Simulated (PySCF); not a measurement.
**How methods differ on the excitation energy of Ca**

Ca [Ar] 4s2 (1S) → Ca [Ar] 4s1 4p1 (3P), as a difference of total energies. Computed with PySCF 2.14 in aug-cc-pVTZ-X2C, with the spin-free X2C one-electron Hamiltonian (Gaussian nucleus). Correlated levels: valence: [Ar] frozen. The calculations carry no spin-orbit coupling.

Q: Order these methods by the excitation energy they give, lowest first.
A. r2SCAN
B. HSE06
C. PW91
D. BHandHLYP

A: A (12433 cm⁻¹), B (13859 cm⁻¹), C (14572 cm⁻¹), D (15119 cm⁻¹).

Errors of the correlated levels include the incompleteness of this basis and the frozen core.

For comparison: 15263 cm⁻¹ (measured; NIST levels, between the centres of gravity of the two terms).
